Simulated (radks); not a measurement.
Values are calculated unless marked as measured or tabulated.
Valence configurations of As II (all share [Ar]). Code: a radial shooting solver on a logarithmic mesh with Libxc functionals. Model: Dirac Kohn-Sham, PBE, spin-unpolarised, spherical densities, finite nucleus; open shells fill j = l - 1/2 first; Fermi nuclear charge, rms radius 4.0968 fm. Energies are relative to 3d10 4s2 4p2; eigenvalues in eV.

| valence | E (eV) | e(3d3/2) | e(3d5/2) | e(4p1/2) | e(4p3/2) | e(4s1/2) |
|---|---|---|---|---|---|---|
| 3d10 4s2 4p2 | 0.000 | -50.644 | -49.915 | -13.477 | - | -23.245 |
| 3d10 4s1.5 4p2.5 | 5.075 | -51.509 | -50.779 | -13.863 | -13.522 | -23.720 |
| 3d10 4s1 4p3 | 10.198 | -52.354 | -51.623 | -14.235 | -13.887 | -24.180 |
| 3d10 4s0.5 4p3.5 | 15.367 | -53.180 | -52.449 | -14.596 | -14.241 | -24.624 |
| 3d9.5 4s2 4p2.5 | 19.530 | -56.222 | -55.470 | -14.461 | -14.093 | -24.676 |
| 3d9.5 4s1 4p3.5 | 30.203 | -57.864 | -57.111 | -15.181 | -14.799 | -25.560 |
| 3d9 4s2 4p3 | 41.402 | -61.929 | -61.155 | -15.425 | -15.022 | -26.071 |
| 3d8.5 4s2 4p3.5 | 65.687 | -67.762 | -66.965 | -16.375 | -15.935 | -27.436 |
| 3d8 4s2 4p4 | 92.454 | -73.717 | -72.897 | -17.312 | -16.836 | -28.774 |

NIST lists [Ar] 3d10 4s2 4p2 as the ground configuration; this level of theory agrees among the configurations tried. The energies are those of spherical spin-averaged densities, not of single terms.
